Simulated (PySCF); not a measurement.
F5Si2, SMILES F[Si](F)[Si](F)(F)F, multiplicity 2.

The structure is a stationary point at B3LYP-D3(BJ)/def2-SVP. The isomer is the one that the SMILES or the coordinates give; other isomers of the formula were not compared. The values are those of a single conformer.

These are B3LYP-D3(BJ)/def2-SVP (PySCF 2.14.0) values and carry that method's errors.

Frequencies are harmonic and unscaled.

### Question
Estimate the vibrational spectrum. (An estimate is asked for; the answer gives what the named calculation found.)

### Answer

```json
[
 {"mode": "1", "ν (cm⁻¹)": "27", "IR (km/mol)": "0.6", "moving atoms (share of kinetic energy)": "F 96 %"},
 {"mode": "2", "ν (cm⁻¹)": "83", "IR (km/mol)": "2.9", "moving atoms (share of kinetic energy)": "F 96 %"},
 {"mode": "3", "ν (cm⁻¹)": "97", "IR (km/mol)": "4.1", "moving atoms (share of kinetic energy)": "F 90 %, Si 10 %"},
 {"mode": "4", "ν (cm⁻¹)": "187", "IR (km/mol)": "0.2", "moving atoms (share of kinetic energy)": "F 79 %, Si 21 %"},
 {"mode": "5", "ν (cm⁻¹)": "189", "IR (km/mol)": "0.1", "moving atoms (share of kinetic energy)": "F 90 %, Si 10 %"},
 {"mode": "6", "ν (cm⁻¹)": "282", "IR (km/mol)": "32.2", "moving atoms (share of kinetic energy)": "F 73 %, Si 27 %"},
 {"mode": "7", "ν (cm⁻¹)": "299", "IR (km/mol)": "14.7", "moving atoms (share of kinetic energy)": "F 80 %, Si 20 %"},
 {"mode": "8", "ν (cm⁻¹)": "315", "IR (km/mol)": "49.8", "moving atoms (share of kinetic energy)": "F 69 %, Si 31 %"},
 {"mode": "9", "ν (cm⁻¹)": "335", "IR (km/mol)": "42.8", "moving atoms (share of kinetic energy)": "Si 52 %, F 48 %"},
 {"mode": "10", "ν (cm⁻¹)": "475", "IR (km/mol)": "39.8", "moving atoms (share of kinetic energy)": "Si 59 %, F 41 %"},
 {"mode": "11", "ν (cm⁻¹)": "822", "IR (km/mol)": "237.3", "moving atoms (share of kinetic energy)": "F 71 %, Si 29 %"},
 {"mode": "12", "ν (cm⁻¹)": "876", "IR (km/mol)": "30.2", "moving atoms (share of kinetic energy)": "F 61 %, Si 39 %"},
 {"mode": "13", "ν (cm⁻¹)": "930", "IR (km/mol)": "89.2", "moving atoms (share of kinetic energy)": "F 53 %, Si 47 %"},
 {"mode": "14", "ν (cm⁻¹)": "976", "IR (km/mol)": "153.5", "moving atoms (share of kinetic energy)": "F 51 %, Si 49 %"},
 {"mode": "15", "ν (cm⁻¹)": "977", "IR (km/mol)": "179.5", "moving atoms (share of kinetic energy)": "F 51 %, Si 49 %"}
]
```
